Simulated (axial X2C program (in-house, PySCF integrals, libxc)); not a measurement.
Nuclear properties of ZrN⁻

Computed with an axial X2C code built on PySCF integrals: two-component X2C with atomic mean-field Coulomb and Gaunt terms, Gaussian nuclei, basis Zr dyall-acv3z, N dyall-av3z with contracted cores.

R = 1.701 Å (near the PBE0 minimum at charge -1 of the determinant lowest at the starting distance; the state shown can have its own minimum elsewhere).

Input and command:
```json
{"zs": [40, 7], "q": -1, "bas": ["dyall-acv3z", "dyall-av3z"], "r0": 1.87, "levels": ["PBE0", "HF", "TPSSh", "PBE50", "LDA"], "nst": 3}
```
```bash
python soeom.py task.json out
```

Keys: zs atomic numbers; q charge; bas basis sets; r0 starting distance in Å; levels methods; nst determinants followed.

Determinant lowest in the PBE0 search, Ω = 0 (closed shell), highest spinor 65% Zr s, 13% Zr p, 11% N p:

```
level  qzz Zr (a.u.)  qzz N (a.u.)
 PBE0          -3.14         -0.40
   HF          -2.33         -0.43
TPSSh          -3.27         -0.39
PBE50          -2.86         -0.42
  LDA          -3.57         -0.39
```

Determinant 0.96 eV from it at PBE0 and this distance, Ω = 1 (⟨Sz⟩ = -1.00, ⟨Lz⟩ = 2.00 at PBE0), spin on the atoms Zr -1.11, N 0.11:

| level | Eeff magnitude (GV/cm) | Ws magnitude Zr (kHz) | A∥/gI Zr (MHz) | qzz Zr (a.u.) | A∥/gI N (MHz) | qzz N (a.u.) |
| --- | --- | --- | --- | --- | --- | --- |
| PBE0 | 2.74 | 1.25 | -366 | -1.41 | 0.492 | -0.25 |
| HF | 4.28 | 2.01 | 404 | -1.15 | 133 | 0.24 |
| TPSSh | 2.81 | 1.27 | -865 | -2.12 | -5.77 | -0.30 |
| PBE50 | 3.08 | 1.41 | -184 | -1.06 | 8.96 | -0.24 |
| LDA | 2.61 | 1.18 | -1050 | -2.37 | -12.2 | -0.31 |

Eeff is the effective electric field on the electron electric dipole moment in this Ω state and Ws the scalar–pseudoscalar constant of the nucleus named (defined with the proton number Z and per Ω); A∥ (defined per Ω) follows by multiplying with gI = μI/(I μN); qzz is the electric field gradient, eQq0 = 234.96 MHz × Q/barn × qzz. The operators were transformed with the bare-nucleus X2C matrices; with these basis sets, hyperfine constants and field gradients can be off by tens of per cent, and where levels differ in sign neither size nor sign is settled.

Q: With Q(91Zr) = -0.176 barn, Q(14N) = 0.02044 barn (Q from Pyykkö, Mol. Phys. 2018), turn the PBE0 values of the first state into constants in MHz.

A: eQq0(91Zr) = 234.96 × (-0.176) × (-3.14) = 130 MHz; eQq0(14N) = 234.96 × (0.02044) × (-0.40) = -1.92 MHz.

Each state is one determinant with collinear spin, which with several unpaired electrons need not be a pure state. Unrestricted Hartree–Fock can overshoot spin polarisation at the nuclei. For an anion, determinants above electron detachment, or with a positive highest level, are held by the basis set. With several open shells hyperfine constants can be off by a factor of several. Open-shell Ω = 0 determinants with evenly filled partner blocks cannot be reached by this program, so the Ω shown need not be the lowest component. The search compared states at one distance, so a state with another bond length can lie lower. Further determinants of the search, some of them spin-mixed, are not shown. PBE0 term energies can be off by some tenths of an eV.
